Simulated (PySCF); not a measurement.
Ranking problems on computed properties.

Each SMILES stands for a single optimised conformer of the isolated species, non-relativistic unless stated; the electronic structure was computed with PySCF and density fitting.

The conformers computed, where there is a choice (atom-mapped SMILES and torsion angles):
- `[CH3:1][S@:2](=[O:3])[c:4]1[cH:5][cH:6][cH:7][n:8][cH:9]1`: C1–S2–C4–C5 106°
- `[CH2:1]=[CH:2][CH2:3][O:4][c:5]1[cH:6][cH:7][n:8][s:9]1`: C1–C2–C3–O4 130°, C2–C3–O4–C5 73°, C3–O4–C5–C6 8°
- `[O:1]=[C:2]([OH:3])[c:4]1[n:5][cH:6][cH:7][cH:8][n:9]1`: O1–C2–C4–N5 180°, H–O3–C2–O1 0°
- `[O:1]=[C:2][NH:3][SiH:4]1[CH2:5][SiH2:6][CH2:7]1`: O1–C2–N3–Si4 -2°, C2–N3–Si4–C5 -82°
- `[CH2:1]=[CH:2][CH2:3][C@@H:4]([CH:5][F:6])[CH2:7][Cl:8]`: C1–C2–C3–C4 113°, C2–C3–C4–C5 174°, C3–C4–C5–F6 -80°, C3–C4–C7–Cl8 -64°
- `[C-:1]#[C:2]/[CH:3]=[C:4](\[CH3:5])[O:6][CH3:7]`: C3–C4–O6–C7 0°
- `[CH2:1]=[CH:2][CH:3][C:4](=[O:5])[CH:6]=[CH2:7]`: C1–C2–C3–C4 180°, C2–C3–C4–O5 0°, C3–C4–C6–C7 180°

The conformers of `C=N[Si@H]1CC[SiH]O1` [doublet state], `F[C]1C[SiH2]C[C@@H]1Cl` [doublet state] and `O=S1(=O)C[CH]C[C@@H]1CF` [doublet state] aren't listed.

Task: Rank by HOMO energy, lowest first (PBE0/def2-SVPD at GFN2-xTB geometries).
A. `O=C(O)c1ncccn1`
B. `CCC#CCC#[O+]`
C. `C[S@](=O)c1cccnc1`
D. `O(CC=C)c1ccns1`

Result: B (-12.79 eV), A (-7.58 eV), C (-7.07 eV), D (-6.95 eV).

Task: Give the two extremes of that set in hartree.

Result: `CCC#CCC#[O+]`: -0.470 Eh; `C=CCOc1ccns1`: -0.255 Eh.

Task: Rank by electronic spatial extent ⟨r²⟩ about the centre of nuclear charge, lowest first (PBE0/def2-SVPD at GFN2-xTB geometries).
A. `CCC#CCC#[O+]`
B. `O=C(O)c1ncccn1`
C. `C[S@](=O)c1cccnc1`
D. `s1c(ccn1)OCC=C`

Result: A (1017 bohr²), B (1088 bohr²), C (1388 bohr²), D (1621 bohr²).

Task: Give the two extremes of that set in Å².

Result: `CCC#CCC#[O+]`: 285 Å²; `C=CCOc1ccns1`: 454 Å².

Task: Rank by lowest triplet excitation (Tamm–Dancoff), lowest first (TDA PBE0/def2-SVPD at GFN2-xTB geometries).
A. `C=CCOc1ccns1`
B. `CCC#CCC#[O+]`
C. `C[S@](=O)c1cccnc1`
D. `O=C(O)c1ncccn1`

Result: D (3.42 eV), B (3.65 eV), A (3.83 eV), C (4.07 eV).

Task: Rank by smallest rotational constant, highest first (GFN2-xTB).
A. `O=[C]N[SiH]1C[SiH2]C1` [radical]
B. `[CH2]C#CC#CC` [radical]
C. `F[CH][C@@H](CCl)CC=C` [radical]
D. `[C-]#C/C=C(\C)OC`

Result: D (1.284 GHz), B (1.178 GHz), A (0.919 GHz), C (0.823 GHz).

Task: By how much do the two ends of that ranking differ?

Result: By 0.461 GHz, between `[C-]#C/C=C(\C)OC` and `C=CC[C@@H]([CH]F)CCl` [doublet state].

Task: Rank by isotropic g value, lowest first (unrestricted B3LYP/pcH-1, mean-field spin–orbit at GFN2-xTB geometries).
A. `C=C[CH]C(=O)C=C` [radical]
B. `N(=C)[Si@@H]1O[SiH]CC1` [radical]
C. `[CH2]C#CC#CC` [radical]
D. `O=S1(=O)C[CH]C[C@@H]1CF` [radical]
E. `C=CC[C@H](CCl)[CH]F` [radical]
F. `O=[C]N[SiH]1C[SiH2]C1` [radical]
G. `F[C]1C[SiH2]C[C@@H]1Cl` [radical]

Result: F (2.00159), B (2.00243), D (2.00274), C (2.00286), E (2.00375), A (2.00391), G (2.00616).

Task: Rank by HOMO–LUMO gap, highest first (PBE0/def2-SVPD at GFN2-xTB geometries).
A. `C[S@](=O)c1cccnc1`
B. `C=CCOC1=CC=NS1`
C. `CCC#CCC#[O+]`
D. `O=C(O)c1ncccn1`

Result: B (6.30 eV), A (5.85 eV), D (5.43 eV), C (5.12 eV).

Task: By how much do the two ends of that ranking differ?

Result: By 1.18 eV, between `C=CCOc1ccns1` and `CCC#CCC#[O+]`.
